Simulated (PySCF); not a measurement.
A structure optimised at B3LYP-D3(BJ)/def2-SVP, used in a PySCF frequency run:

```xyz
7

Ga     0.0608     0.7470     0.0000
F      1.7298     1.3037     0.0000
Br    -0.1145    -1.5432     0.0000
C     -1.4051     2.0400     0.0000
H     -2.3761     1.5273     0.0000
H     -1.3189     2.6770     0.8932
H     -1.3189     2.6770    -0.8932
```
Charge 0, spin multiplicity 1.

Problem. Write its SMILES, formula and point group.

Solution. [CH3][Ga]([F])[Br], CH3BrFGa, Cs

Problem. What are its rotational constants (standard atomic weights)?

Solution. 5.5249, 1.5331, 1.2093 GHz
